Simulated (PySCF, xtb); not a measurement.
TeHF, SMILES [TeH]F.

GFN2-xTB (xtb) at its own geometry gives an orbital gap of 3.11 eV and a dipole moment of 3.21 D.

The structure is a stationary point at r2SCAN-D4/def2-TZVP. The def2 effective core potentials stand for the cores of Te; spin–orbit coupling is left out.

**Question.** What does CAM-B3LYP/def2-TZVPD (PySCF) give? (Estimate from the structure and the level; the computed values follow.)

**Answer.** gap 6.42 eV (levels -8.00 and -1.59 eV), dipole 2.30 D.
